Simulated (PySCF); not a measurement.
Atom-mapped SMILES (the numbers label the heavy atoms): `[O:1]=[C:2]([Cl:3])[c:4]1[cH:5][cH:6][cH:7][s:8]1`. Hydrogens are named by the atom that carries them.

Geometry: PBE0-D3(BJ)/def2-SVP; GIAO absolute shieldings from PySCF, gas phase, non-relativistic, averaged over equivalent atoms.

At PBE0/def2-SVP (135 basis functions, 13 s wall time on 1 thread of an Arm Neoverse V1, shared host):
| atoms | σ (ppm) |
| --- | --- |
| O1 | -168.7 |
| C2 | 33.0 |
| C4 | 54.1 |
| C7 | 54.4 |
| C5 | 57.9 |
| C6 | 69.5 |
| Cl3 | 592.5 |
| S8 | 328.5 |
| H(C5) | 23.44 |
| H(C7) | 24.00 |
| H(C6) | 24.43 |

Estimate the result of repeating the calculation with PBE0/aug-cc-pVDZ.

Answers


```
atoms  σ at PBE0/aug-cc-pVDZ  change
   O1                 -155.4   +13.3
   C2                   33.2    +0.2
   C4                   53.9    -0.2
   C7                   54.3    -0.1
   C5                   58.4    +0.5
   C6                   71.0    +1.5
  Cl3                  572.2   -20.3
   S8                  320.9    -7.6
H(C5)                  23.10   -0.34
H(C7)                  23.49   -0.51
H(C6)                  24.18   -0.25
```

The largest change is at Cl3 (chlorine bonded to C). Cost: 219 basis functions, 30 s wall time on 1 thread of an Arm Neoverse V1, shared host. The order of the carbon signals is the same at both levels.

Carbons that carry Cl, above all several Cl atoms, come out too deshielded, partly because spin–orbit coupling is missing.
